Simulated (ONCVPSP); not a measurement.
## Potentials for iridium (Ir) compared

Generated with ld1.x 7.5 (TM, RRKJ, ultrasoft, PAW), atompaw 4.2 or ONCVPSP 4.0.1. The cutoff is in Ry: for ld1.x and atompaw files where the sum of valence levels is converged to 10 mRy in a Bessel basis, for ONCV files where the hardest occupied wave has 1 mHa per electron of residual kinetic energy. The error is the largest all-electron minus pseudo excitation energy over each file’s own four to seven test configurations (ionisations up to +4, promotions, holes and added fractions of an electron), all of which were solved. The labels leave out finer settings (local radius, basis sizes, second energies), which also bear on the numbers. Spin-polarised tests are not counted. The rows are a selection from randomly drawn settings: files with unsolved tests, undetermined cutoffs or missed reference levels are left out.

A true bound ghost makes a file unfit for plane-wave use even where its test errors are small: the radial tests pick states by their node count and pass the ghost by.

| potential | cutoff (Ry) | largest error (meV) | bound ghosts |
| --- | --- | --- | --- |
| ONCV, PBE, scalar-relativistic, rc 1.45/2.15/2.40 (spd), local smoothed, core correction yes, reference 5s2 5p6 5d7 6s1 6p1, qcut 7.5/8/7.5, projectors 2/2/2 | 60 | -6.9 | none |
| ONCV, revPBE, scalar-relativistic, rc 1.10/1.30/1.50 (spd), local smoothed, core correction yes, reference 5s2 5p6 5d7, qcut 6.6/7/7.3, projectors 2/2/2 | 257 | -13 | none |
| ONCV, LDA (Perdew-Wang 92), fully relativistic, rc 1.50/1.60/1.45 (spd), local smoothed, core correction no, reference 5s2 5p6 5d7 6s2, qcut 6.4/6.9/5.7, projectors 2/3/2 | 39 | -4.0 | none |
| ONCV, PW91, scalar-relativistic, rc 1.40/1.65/2.40 (spd), local smoothed, core correction yes, reference 5s2 5p6 5d7.5 6s1.5, qcut 8.7/6.8/7.6, projectors 2/1/2 | 58 | -7.0 | none |
| ONCV, PBE, scalar-relativistic, rc 1.80/1.05/1.45 (spd), local smoothed, core correction yes, reference 5s2 5p6 5d7 6s2, qcut 8.4/6.7/7.8, projectors 2/2/1 | 220 | -21 | none |
| ONCV, BLYP, scalar-relativistic, rc 2.35/3.65/1.75 (spd), local smoothed, core correction yes, reference 5d7 6s1 6p1, qcut 2.1/2.7/7.6, projectors 2/1/1 | 42 | -35 | s, p |
| ONCV, PBE, scalar-relativistic, rc 1.50/1.80/1.50 (spd), local smoothed, core correction yes, reference 5s2 5p6 5d7 6s1, qcut 8/9.5/7.1, projectors 2/2/3 | 57 | -9.2 | none |
| ONCV, PBEsol, non-relativistic, rc 1.40/1.35/2.35/0.50 (spdf), local smoothed, core correction no, reference 4f14 5s2 5p6 5d7, qcut 6.5/7.3/6.5/23.6, projectors 2/3/3/2 | 2752 | -60 | s, p, d |

Problem. Fill in the row for Ir: ONCV, PBE, non-relativistic, rc 1.60/1.80/2.25 (spd), local smoothed, core correction no, reference 5s2 5p6 5d7 6s1, qcut 8.6/9/8.4, projectors 2/2/2.

Solution. cutoff 50 Ry, largest error -55 meV, bound ghosts: none.
